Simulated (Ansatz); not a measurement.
`B[SiH2][SiH](N)F` → `B[SiH2]F` + `N[SiH]` at 500 K and 1 bar (silylene formation by 1,1-elimination).

Calculated with Ansatz (gas phase, PBE0-D4/def2-TZVP geometries, no zero-point term in ΔE). CBS: MP2 limit from def2 TZ/QZ plus the TZ coupled-cluster correction, frozen cores. This one scheme is used for every species. One conformer a species, not always the lowest.

| species | CCSD(T)/CBS energy (Eh) | H − E (kJ/mol) | S (J/(mol·K)) |
| --- | --- | --- | --- |
| `B[SiH2][SiH](N)F` | -761.71962 | 256.7 | 467.6 |
| `B[SiH2]F` | -416.08532 | 136.3 | 334.6 |
| `N[SiH]` | -345.56329 | 110.7 | 274.5 |

H − E and S are ideal-gas, rigid-rotor, harmonic terms from PBE0-D4/def2-TZVP, for one conformer and one mirror image of each species. 1 Eh = 2625.50 kJ/mol, R = 8.31446 J/(mol·K).

**Question.** By hand: ΔE, ΔH, ΔS and ΔG.

**Answer.** ΔE = (-416.08532) + (-345.56329) − (-761.71962) = 0.07101 Eh = 186.4 kJ/mol. Δ(H − E) = 136.3 + 110.7 − 256.7 = -9.7, so ΔH = 176.7 kJ/mol. ΔS = 334.6 + 274.5 − 467.6 = 141.5 J/(mol·K). ΔG = 176.7 − 500 × (141.5)/1000 = 105.9 kJ/mol.

**Question.** By hand: the equilibrium constant, and the temperature at which ΔG would vanish if ΔH and ΔS stayed fixed.

**Answer.** log₁₀ K = −ΔG/(RT ln 10) = -11.1. ΔG = 0 at ΔH/ΔS = 1249 K.

The number of gas molecules changes by +1, which sets the sign of ΔS. A doubt of 5 kJ/mol in ΔE shifts log₁₀ K by 0.5 here. Other conformers and mirror images would add mixing entropy, several J/(mol·K) or more a flexible species. Modes under 60 cm⁻¹, often nearly free rotors, make the harmonic entropy too high. These are equilibria of isolated gas molecules and say nothing of rates. Largest T1 diagnostic: 0.015 (customary marks: 0.02 for closed shells, 0.045 for open ones).
